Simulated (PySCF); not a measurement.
SMILES [SiH2][Si]([SiH3])([SiH3])[SiH3], doublet at its GFN2-xTB optimised geometry (Å):

```
16

Si    -1.8978     0.7871     0.0841
Si     0.3960     0.9746     0.0000
Si     1.2486     2.1333    -1.8644
Si     1.2828    -1.1916     0.0000
Si     1.0882     2.0814     1.9430
H     -2.7472     1.9706     0.2618
H     -2.6265    -0.0228    -0.8991
H      0.7023     3.4923    -1.9119
H      2.7073     2.2646    -1.9182
H      0.8394     1.4729    -3.1070
H      2.7472    -1.1916     0.0000
H      0.8695    -1.9706     1.1672
H      0.8704    -1.9527    -1.1801
H      0.5770     3.4514     2.0045
H      0.6414     1.4118     3.1645
H      2.5465     2.1803     2.0349
```

Method: unrestricted PBE0/def2-TZVP in PySCF.

Map of the log10 of the electron density (e/bohr³), floored at −4 on the plane z = 1.0 Å:

```
|               ..            |
|             .::::..         |
|            .:-==--:.        |
|            :-=+++=-:..      |
|     ..... .:=+**++=--:.     |
|    .:--::.:-=+****+==-:.    |
|   :-====----+**##**++=-:.   |
|  .:=+**+====+*####***+=-.   |
|  .-+*##**+++*#%%%##**+=-.   |
|  :-+*###****##%%%%#**+=-.   |
|  :-+*#####*##%%%%%#*+=-:.   |
|  .-=*########%%%%#*+=-:.    |
|  .-=+*#%%######%##*+=-:.    |
|  .:=+*##%###*####*+=-::.    |
|  .:-+**###****###*++=-::    |
|   .-=+****+++**##**++==:.   |
|   .:-==+++==++*###***+=-:   |
|    .:--==---=*#%%##***+=:.  |
|     .::::::-=*%@@%##**+=:.  |
|       ....:-+*%@@%#**+=-:   |
|           .-=*%@@%#*+=-:.   |
|            :=+#%%#*+=-:.    |
|            .-=+**+=-::.     |
|             .--===-:.       |
|              .::::..        |
|                             |
|                             |
|                             |
|                             |
```
Scale: ten equal steps from -4.00 (start of ' ') to -0.722 (end of '@'), in the order ' .:-=+*#%@'; x runs from -5.00 to 5.00, y from -5.00 (bottom) to 5.00 (top).
